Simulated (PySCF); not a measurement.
## How methods differ on the excitation energy of Ge

Ge [Ar] 3d10 4s2 4p2 (3P) → Ge [Ar] 3d10 4s1 4p3 (5S), as a difference of total energies. Calculation: PySCF 2.14, in aug-cc-pVTZ-PP with one added diffuse shell each of s, d, f type with ECP10MDF (7s5p5d3f, 68 functions); scalar relativity through the core potential. Correlated levels: valence: 3s2 3p6 3d10 frozen. The calculations carry no spin-orbit coupling.

```tsv
method	excitation energy (eV)	error (eV)
UHF	3.486	-1.592
LDA	5.941	+0.863
PBE	5.698	+0.620
PBE0	5.307	+0.229
r2SCAN	5.057	-0.021
BHandHLYP	5.553	+0.475
wB97X-V	5.577	+0.499
MN15	5.566	+0.488
r2SCANh	4.991	-0.087
MP2 (valence)	4.363	-0.715
SCS-MP2 (valence)	4.766	-0.312
```

Reference: 5.078 eV (measured; NIST levels, between the centres of gravity of the two terms).

Errors of the correlated levels include the incompleteness of this basis and the frozen core.
